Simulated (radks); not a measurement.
The numbers below are computed, except where a source is named.
Mean orbital radii <r> (bohr) of the xenon ion Xe2+, [Kr] 4d10 5s2 5p4, at several levels of relativity; Dirac values are averaged over j with weights 2j + 1. Spin-unpolarised spherical Kohn-Sham, LDA (Slater exchange, Perdew-Wang correlation), point nucleus unless stated (finite: rms radius 4.7859 fm), a radial shooting solver on a logarithmic mesh with Libxc functionals. A level marked "c x" has the speed of light scaled by that factor and shares open shells by 2j + 1; other Dirac levels either fill j = l - 1/2 first or share by 2j + 1.

2s: non-rel. 0.1211; Dirac, low j first 0.1143; Dirac, c x 2 0.1194; Dirac, c x 100 0.1211; change of magnitude, last against first (%) 0.00
2p: non-rel. 0.1031; Dirac, low j first 0.1001; Dirac, c x 2 0.1023; Dirac, c x 100 0.1031; change of magnitude, last against first (%) 0.00
3s: non-rel. 0.3209; Dirac, low j first 0.3065; Dirac, c x 2 0.3174; Dirac, c x 100 0.3209; change of magnitude, last against first (%) 0.00
3p: non-rel. 0.3110; Dirac, low j first 0.3043; Dirac, c x 2 0.3093; Dirac, c x 100 0.3110; change of magnitude, last against first (%) 0.00
3d: non-rel. 0.2814; Dirac, low j first 0.2811; Dirac, c x 2 0.2813; Dirac, c x 100 0.2814; change of magnitude, last against first (%) 0.00
4s: non-rel. 0.7469; Dirac, low j first 0.7167; Dirac, c x 2 0.7395; Dirac, c x 100 0.7469; change of magnitude, last against first (%) 0.00
4p: non-rel. 0.7776; Dirac, low j first 0.7644; Dirac, c x 2 0.7743; Dirac, c x 100 0.7776; change of magnitude, last against first (%) 0.00
4d: non-rel. 0.8695; Dirac, low j first 0.8758; Dirac, c x 2 0.8710; Dirac, c x 100 0.8695; change of magnitude, last against first (%) 0.00
5s: non-rel. 1.850; Dirac, low j first 1.783; Dirac, c x 2 1.834; Dirac, c x 100 1.850; change of magnitude, last against first (%) 0.00
5p: non-rel. 2.106; Dirac, low j first 2.088; Dirac, c x 2 2.101; Dirac, c x 100 2.106; change of magnitude, last against first (%) 0.00
6s (empty): non-rel. 4.248; Dirac, low j first 4.139; Dirac, c x 2 4.220; Dirac, c x 100 4.248; change of magnitude, last against first (%) 0.00
4f (empty): non-rel. 2.562; Dirac, low j first 3.191; Dirac, c x 2 2.692; Dirac, c x 100 2.562; change of magnitude, last against first (%) 0.00
